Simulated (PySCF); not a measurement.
A structure optimised at PBE-D3(BJ)/def2-TZVP, used in a PySCF frequency run:

```
C
H 1 1.1082
H 1 1.1083 2 106.17
O 1 1.4359 2 111.15 3 112.90
H 4 0.9737 1 106.47 2 75.01
C 1 1.4789 2 110.51 3 -120.82
H 6 1.0897 1 121.43 2 22.14
H 6 1.0908 7 118.81 1 -173.01
```
Charge 0, spin multiplicity 2.

**Question.** Write its SMILES and formula.

**Answer.** [CH2]CO, C2H5O

**Question.** What are its rotational constants (standard atomic weights)?

**Answer.** 37.980, 9.8547, 8.5393 GHz
